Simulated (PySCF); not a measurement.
**Excitation energy of Lu+ by level of theory**

Lu+ [Xe] 4f14 6s2 (1S) → Lu+ [Xe] 4f14 5d2 (3F), as a difference of total energies. All numbers are calculated (PySCF 2.14, the spin-free X2C one-electron Hamiltonian (Gaussian nucleus), in cc-pVDZ-X2C (8s7p5d3f1g, 84 functions)). Correlated levels: valence: [Kr] 4d10 frozen; valence and next inner shell: [Ar] 3d10 frozen. The calculations carry no spin-orbit coupling.

```tsv
method	excitation energy (cm⁻¹)	error (cm⁻¹)
UHF	26409	-4819
LDA	30621	-607
PBE	28519	-2709
PBE0	27315	-3913
r2SCAN	23783	-7446
revPBE	27359	-3869
M06-2X	33416	+2188
TPSS	25491	-5737
MP2 (valence)	33855	+2627
SCS-MP2 (valence)	35177	+3949
MP2 (valence and next inner shell)	34522	+3294
SCS-MP2 (valence and next inner shell)	35746	+4518
```

Reference: 31228 cm⁻¹ (measured; NIST levels, between the centres of gravity of the two terms).

Errors of the correlated levels include the incompleteness of this basis and the frozen core.
